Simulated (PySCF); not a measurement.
# Working out the ionisation energy of Rh

Rh [Kr] 4d8 5s1 (4F) → Rh⁺ [Kr] 4d8 (3F). Calculation: PySCF 2.14, in aug-cc-pVDZ-PP with ECP28MDF; scalar relativity through the core potential. Frozen: 4s2 4p6. Energies in hartree (1 hartree = 27.21139 eV):

```json
{"part": "UHF", "Rh (lower)": "-109.387054", "Rh⁺ (upper)": "-109.155022"}
{"part": "MP2 opposite-spin", "Rh (lower)": "-0.126344", "Rh⁺ (upper)": "-0.109012"}
{"part": "MP2 same-spin", "Rh (lower)": "-0.080885", "Rh⁺ (upper)": "-0.064027"}
```

What does Hartree-Fock give?

(-109.155022) − (-109.387054) = 0.232032 hartree = 6.314 eV.

What do MP2 and SCS-MP2 (6/5 opposite-spin, 1/3 same-spin) give?

The opposite-spin parts differ by 0.472 eV and the same-spin parts by 0.459 eV. MP2: 6.314 + (0.472) + (0.459) = 7.245 eV. SCS-MP2: 6.314 + 1.2 × (0.472) + (0.459)/3 = 7.033 eV.

Measured between the centres of the two terms (NIST): 7.479 eV, so MP2 (valence) is off by -0.234 eV.

A double-zeta basis recovers only part of the correlation energy.

What remains against the reference includes basis incompleteness, the frozen core and correlation beyond second order.
